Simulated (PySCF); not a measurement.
**Dipole moment and polarisability of `O=Cn1nc(F)cc1CO`**

C₅H₅FN₂O₂.
Atom-mapped SMILES: `[O:1]=[CH:2][n:3]1[n:4][c:5]([F:6])[cH:7][c:8]1[CH2:9][OH:10]` (hydrogens: H11 on C2; H12 on C7; H13, H14 on C9; H15 on O10)

Cartesian coordinates in Å at the PBE0-D3(BJ)/def2-SVP level; atoms count from 1:
```xyz
15
C5H5FN2O2 angstrom
O     -1.6793    1.1765    1.4307
C     -0.5691    1.5374    1.1349
N      0.2941    0.8237    0.3195
N      1.5398    1.3229    0.1255
C      2.1054    0.4522   -0.6552
F      3.3409    0.6144   -1.0580
C      1.2621   -0.6423   -0.9942
C      0.0848   -0.3739   -0.3458
C     -1.2117   -1.1293   -0.3247
O     -1.6183   -1.5255    0.9439
H     -0.0972    2.4825    1.4720
H      1.4969   -1.4967   -1.6234
H     -1.0623   -2.0330   -0.9340
H     -1.9802   -0.5209   -0.8429
H     -1.9190   -0.7186    1.3908
```

Level: B3LYP/def2-SVPD (PySCF), static field, nuclei fixed, core orbitals frozen in the response. The polarisability tensor in these axes (au):

```
x    96.91   3.73 -19.00
y     3.73  77.11  13.73
z   -19.00  13.73  69.31
```

**Question.** Give the principal values, the mean and the anisotropy Δα = √{½[(α1 − α2)² + (α2 − α3)² + (α1 − α3)²]}.

**Answer.** Principal values 51.89, 84.52 and 106.92 au; mean 81.11 au = 12.02 Å³ = 13.37 × 10⁻⁴⁰ C²·m²/J; Δα = 47.93 au (59 % of the mean).

**Question.** What is the dipole moment, and where does it point?

**Answer.** (0.06, 0.05, -1.78) D, 1.78 D in size, pointing from the negative to the positive side. Measured along this direction, the outermost atoms are H15, O1 and H11 at the negative end and H12 at the positive end.

**Question.** In a dilute gas of rigid molecules at 298 K, how does the orientational term μ²/3kT compare with the electronic polarisability?

**Answer.** In Gaussian units μ²/3kT = 25.63 Å³ against 12.02 Å³, a ratio of 2.13; the Debye molar polarisation (4π/3)N_A(α + μ²/3kT) is 95.0 cm³/mol, leaving out the vibrational part.

**Question.** Directions of the eigenvectors, and the extent of the frame along each?

**Answer.** Largest value along (0.87, -0.11, -0.48), where the nuclei span 5.63 Å; middle along (0.32, 0.87, 0.38), 5.14 Å; least along (0.37, -0.49, 0.79), 2.04 Å. The response follows the extents in order.

**Question.** Traceless (Buckingham) quadrupole moment about the centre of nuclear charge: eigenvalues?

**Answer.** -15.62, 3.25, 12.37 D·Å. The values depend on the origin, since the dipole doesn't vanish. The electronic extent ⟨r²⟩ about the same centre is 1415 bohr², a root-mean-square distance of 2.31 Å for the 74 electrons.

**Question.** What depolarisation ratio follows for Rayleigh scattering of linearly polarised light, taking the static tensor?

**Answer.** ρ = 3Δα²/(45ᾱ² + 4Δα²) = 6891.8/(296052 + 9189.0) = 0.0226.

**Question.** Molar refractivity from α?

**Answer.** Lorentz–Lorenz: R = (4π/3)N_A α = 2.5225 cm³/(mol·Å³) × 12.02 Å³ = 30.3 cm³/mol, in the limit of long wavelengths.

The structure is a single PBE0-D3(BJ)/def2-SVP conformer in the gas phase; no vibrational or solvent corrections.

The run behind these numbers computed excited states as well. Rough CPU time on one thread of a shared machine: about 90 s.
